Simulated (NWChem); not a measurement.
System: C2H5Se, doublet; SMILES CC[Se]

NWChem printed, in part:

```
             Northwest Computational Chemistry Package (NWChem) 7.3.0
             --------------------------------------------------------

 CS  symmetry detected

                             Geometry "geometry" -> ""
                             -------------------------

 Output coordinates in angstroms (scale by  1.889725989 to convert to a.u.)

  No.       Tag          Charge          X              Y              Z
 ---- ---------------- ---------- -------------- -------------- --------------
    1 C                    6.0000     0.42143844     2.07004998     0.00000000
    2 C                    6.0000    -0.66655669     1.01557394     0.00000000
    3 Se                  34.0000     0.05856587    -0.81520259     0.00000000
    4 H                    1.0000     1.05019918     1.97480510    -0.88268805
    5 H                    1.0000    -0.02830908     3.06150421     0.00000000
    6 H                    1.0000     1.05019918     1.97480510     0.88268805
    7 H                    1.0000    -1.29630961     1.09601514    -0.88678269
    8 H                    1.0000    -1.29630961     1.09601514     0.88678269

 Effective nuclear repulsion energy (a.u.)     159.4933456537

      Symmetry information
      --------------------

 Group name             Cs
 Group number              2
 Group order               2
 No. of unique centers     6

                                Z-matrix (autoz)
                                --------

 Units are Angstrom for bonds and degrees for angles

      Type          Name      I     J     K     L     M      Value
      ----------- --------  ----- ----- ----- ----- ----- ----------
    1 Stretch                  1     2                       1.51514
    2 Stretch                  1     4                       1.08791
    3 Stretch                  1     5                       1.08869
    4 Stretch                  1     6                       1.08791
    5 Stretch                  2     3                       1.96915
    6 Stretch                  2     7                       1.09062
    7 Stretch                  2     8                       1.09062
    8 Bend                     1     2     3               112.49646
    9 Bend                     1     2     7               111.30353
   10 Bend                     1     2     8               111.30353
   11 Bend                     2     1     4               110.73750
   12 Bend                     2     1     5               109.70349
   13 Bend                     2     1     6               110.73750
   14 Bend                     3     2     7               106.33231
   15 Bend                     3     2     8               106.33231
   16 Bend                     4     1     5               108.57134
   17 Bend                     4     1     6               108.45818
   18 Bend                     5     1     6               108.57134
   19 Bend                     7     2     8               108.80037
   20 Torsion                  3     2     1     4          60.17728
   21 Torsion                  3     2     1     5         180.00000
   22 Torsion                  3     2     1     6         -60.17728
   23 Torsion                  4     1     2     7         -59.04435
   24 Torsion                  4     1     2     8         179.39890
   25 Torsion                  5     1     2     7          60.77837
   26 Torsion                  5     1     2     8         -60.77837
   27 Torsion                  6     1     2     7        -179.39890
   28 Torsion                  6     1     2     8          59.04435

                           NWChem Geometry Optimization
                           ----------------------------

 maximum gradient threshold         (gmax) =   0.000450
 rms gradient threshold             (grms) =   0.000300
 maximum cartesian step threshold   (xmax) =   0.001800
 rms cartesian step threshold       (xrms) =   0.001200
 fixed trust radius                (trust) =   0.300000
 source of zmatrix                         =   autoz

          -------------------
          Energy Minimization
          -------------------

 Using diagonal initial Hessian
 Scaling for Hessian diagonals: bonds = 1.00  angles = 0.25  torsions = 0.10

          --------
          Step   0

                                 NWChem DFT Module
                                 -----------------

 Summary of "ao basis" -> "ao basis" (spherical)
 ------------------------------------------------------------------------------
       Tag                 Description            Shells   Functions and Types
 ---------------- ------------------------------  ------  ---------------------
 C                          def2-svp                 6       14   3s2p1d
 Se                         def2-svp                12       32   5s4p3d
 H                          def2-svp                 3        5   2s1p

      Symmetry analysis of basis
      --------------------------

        a'         56
        a"         29

            General Information
            -------------------
          SCF calculation type: DFT
          Wavefunction type:  spin polarized.
          No. of atoms     :     8
          No. of electrons :    51
           Alpha electrons :    26
            Beta electrons :    25
          Charge           :     0
          Spin multiplicity:     2
          Use of symmetry is: on ; symmetry adaption is: on
          Maximum number of iterations: 150
          AO basis - number of functions:    85
                     number of shells:    39
          Convergence on energy requested:  1.00D-06
          Convergence on density requested:  1.00D-05
          Convergence on gradient requested:  5.00D-04

              XC Information
              --------------
                         PBE0 Method XC Functional
                     Hartree-Fock (Exact) Exchange  0.250
          PerdewBurkeErnzerhof Exchange Functional  0.750
            Perdew 1991 LDA Correlation Functional  1.000 local
           PerdewBurkeErnz. Correlation Functional  1.000 non-local

             Grid Information
             ----------------
          Grid used for XC integration:  medium
          Radial quadrature: Mura-Knowles
          Angular quadrature: Lebedev.
          Tag              B.-S. Rad. Rad. Pts. Rad. Cut. Ang. Pts.
          ---              ---------- --------- --------- ---------
          C                   0.70       49           9.0       434
          Se                  1.15      112          11.0       590
          H                   0.35       45          11.0       434
          Grid pruning is: on
          Number of quadrature shells:   345
          Spatial weights used:  Erf1

      Superposition of Atomic Density Guess
      -------------------------------------

 Sum of atomic energies:       -2477.25780134

      Non-variational initial energy
      ------------------------------

 Total energy =   -2478.695027
 1-e energy   =   -3763.527661
 2-e energy   =    1125.339289
 HOMO         =      -0.250073
 LUMO         =       0.063383

   Symmetry analysis of molecular orbitals - initial alpha
   -------------------------------------------------------

  Numbering of irreducible representations:

     1 a'          2 a"

  Orbital symmetries:

     1 a'          2 a'          3 a'          4 a'          5 a"
     6 a'          7 a'          8 a'          9 a'         10 a'
    11 a"         12 a'         13 a'         14 a"         15 a'
    16 a"         17 a'         18 a'         19 a'         20 a"
    21 a'         22 a'         23 a"         24 a'         25 a'
    26 a"         27 a'         28 a'         29 a'         30 a"
    31 a'         32 a"         33 a'         34 a'         35 a"
    36 a'

   Symmetry analysis of molecular orbitals - initial beta
   ------------------------------------------------------

  Numbering of irreducible representations:

     1 a'          2 a"

  Orbital symmetries:

[...]

      ----------------------
      Optimization converged
      ----------------------

  Step       Energy      Delta E   Gmax     Grms     Xrms     Xmax
  ---- ---------------- -------- -------- -------- -------- --------
@    5   -2480.00944546 -5.0D-08  0.00001  0.00001  0.00019  0.00052
                                     ok       ok       ok       ok

                                Z-matrix (autoz)
                                --------

 Units are Angstrom for bonds and degrees for angles

      Type          Name      I     J     K     L     M      Value     Gradient
      ----------- --------  ----- ----- ----- ----- ----- ---------- ----------
    1 Stretch                  1     2                       1.51556    0.00001
    2 Stretch                  1     4                       1.10008    0.00001
    3 Stretch                  1     5                       1.10275   -0.00000
    4 Stretch                  1     6                       1.10008    0.00001
    5 Stretch                  2     3                       1.94329    0.00001
    6 Stretch                  2     7                       1.10335   -0.00000
    7 Stretch                  2     8                       1.10335   -0.00000
    8 Bend                     1     2     3               115.49485   -0.00001
    9 Bend                     1     2     7               112.04505    0.00000
   10 Bend                     1     2     8               112.04505    0.00000
   11 Bend                     2     1     4               111.29397    0.00000
   12 Bend                     2     1     5               110.55296    0.00001
   13 Bend                     2     1     6               111.29397    0.00000
   14 Bend                     3     2     7               105.52272    0.00000
   15 Bend                     3     2     8               105.52272    0.00000
   16 Bend                     4     1     5               107.99383   -0.00001
   17 Bend                     4     1     6               107.56506   -0.00001
   18 Bend                     5     1     6               107.99383   -0.00001
   19 Bend                     7     2     8               105.43181   -0.00000
   20 Torsion                  3     2     1     4          59.98510   -0.00000
   21 Torsion                  3     2     1     5         180.00000    0.00000
   22 Torsion                  3     2     1     6         -59.98510    0.00000
   23 Torsion                  4     1     2     7         -60.87747   -0.00000
   24 Torsion                  4     1     2     8        -179.15232   -0.00000
   25 Torsion                  5     1     2     7          59.13742   -0.00000
   26 Torsion                  5     1     2     8         -59.13742    0.00000
   27 Torsion                  6     1     2     7         179.15232    0.00000
   28 Torsion                  6     1     2     8          60.87747    0.00000

                         Geometry "geometry" -> "geometry"
                         ---------------------------------

 Output coordinates in angstroms (scale by  1.889725989 to convert to a.u.)

  No.       Tag          Charge          X              Y              Z
 ---- ---------------- ---------- -------------- -------------- --------------
    1 C                    6.0000     0.42569043     2.07591461     0.00000000
    2 C                    6.0000    -0.64197384     1.00026707     0.00000000
    3 Se                  34.0000     0.01369264    -0.82907111     0.00000000
    4 H                    1.0000     1.07101600     1.99825831    -0.88751886
    5 H                    1.0000    -0.03442287     3.07809435     0.00000000
    6 H                    1.0000     1.07101600     1.99825831     0.88751886
    7 H                    1.0000    -1.30605034     1.07592224    -0.87786923
    8 H                    1.0000    -1.30605034     1.07592224     0.87786923

 Effective nuclear repulsion energy (a.u.)     159.5486341861

      Symmetry information
      --------------------

 Group name             Cs
 Group number              2
 Group order               2
 No. of unique centers     6

                Final and change from initial internal coordinates
                --------------------------------------------------

                                Z-matrix (autoz)
                                --------

 Units are Angstrom for bonds and degrees for angles

[...]

 Rotational Constants
 --------------------
 A=   1.059252 cm-1  (  1.523993 K)
 B=   0.122432 cm-1  (  0.176148 K)
 C=   0.114427 cm-1  (  0.164631 K)

 Temperature                      =   298.15K
 frequency scaling parameter      =   1.0000

 Zero-Point correction to Energy  =   40.519 kcal/mol  (  0.064571 au)
 Thermal correction to Energy     =   43.229 kcal/mol  (  0.068890 au)
 Thermal correction to Enthalpy   =   43.822 kcal/mol  (  0.069834 au)

 Total Entropy                    =   68.955 cal/mol-K
   - Translational                =   39.928 cal/mol-K (mol. weight = 107.9574)
   - Rotational                   =   24.190 cal/mol-K (symmetry #  =        1)
   - Vibrational                  =    4.837 cal/mol-K

 Cv (constant volume heat capacity) =   13.604 cal/mol-K
   - Translational                  =    2.979 cal/mol-K
   - Rotational                     =    2.979 cal/mol-K
   - Vibrational                    =    7.645 cal/mol-K

[normal modes left out]

 ----------------------------------------------------------------------------
 Normal Eigenvalue ||           Projected Infra Red Intensities
  Mode   [cm**-1]  || [atomic units] [(debye/angs)**2] [(KM/mol)] [arbitrary]
 ------ ---------- || -------------- ----------------- ---------- -----------
    1       -0.000 ||    0.000299           0.007         0.291       0.610
    2       -0.000 ||    0.000908           0.021         0.886       1.856
    3       -0.000 ||    0.000007           0.000         0.007       0.014
    4        0.000 ||    0.000255           0.006         0.249       0.522
    5        0.000 ||    0.000178           0.004         0.174       0.364
    6        0.000 ||    0.000537           0.012         0.524       1.097
    7      231.282 ||    0.000001           0.000         0.001       0.002
    8      287.822 ||    0.000375           0.009         0.366       0.767
    9      542.472 ||    0.004947           0.114         4.823      10.110
   10      580.484 ||    0.001384           0.032         1.349       2.829
   11      903.916 ||    0.001729           0.040         1.685       3.533
   12      978.463 ||    0.004396           0.101         4.286       8.984
   13     1083.576 ||    0.000226           0.005         0.220       0.461
   14     1239.149 ||    0.000008           0.000         0.008       0.017
   15     1244.017 ||    0.022117           0.510        21.561      45.198
   16     1389.465 ||    0.006176           0.142         6.021      12.622
   17     1418.967 ||    0.007846           0.181         7.649      16.034
   18     1456.707 ||    0.009479           0.219         9.241      19.372
   19     1467.238 ||    0.003939           0.091         3.840       8.050
   20     3053.570 ||    0.025815           0.596        25.166      52.755
   21     3064.109 ||    0.003675           0.085         3.582       7.510
   22     3102.936 ||    0.000524           0.012         0.511       1.070
   23     3146.247 ||    0.011708           0.270        11.413      23.926
   24     3166.508 ||    0.010911           0.252        10.637      22.298
 ----------------------------------------------------------------------------
```

Level: PBE0/def2-SVP, spin-unrestricted. In the optimisation the excess spin sits in a" (Cs, its own frame). This build's default masses of Se (78.918 u) and Br (79.917 u) are each other's, which moves their modes by up to 0.6 %.

Problem. Write an input that gives this output.

Solution. This is not unique; one that fits is the input that was run:
```
start job
memory heap 200 mb stack 900 mb global 1100 mb
geometry units angstroms
  C     -2.203184    -0.535087     0.180104
  C     -0.792219    -1.085152     0.227637
  Se     0.568985     0.304784    -0.076907
  H     -2.410718    -0.090448    -0.791818
  H     -2.916611    -1.339126     0.352725
  H     -2.346284     0.225018     0.943948
  H     -0.635482    -1.841264    -0.543681
  H     -0.570749    -1.524335     1.200137
end
basis spherical
  * library def2-svp
end
dft
  odft
  mult 2
  xc pbe0
  iterations 150
end
driver
  maxiter 120
end
task dft optimize
task dft freq
```
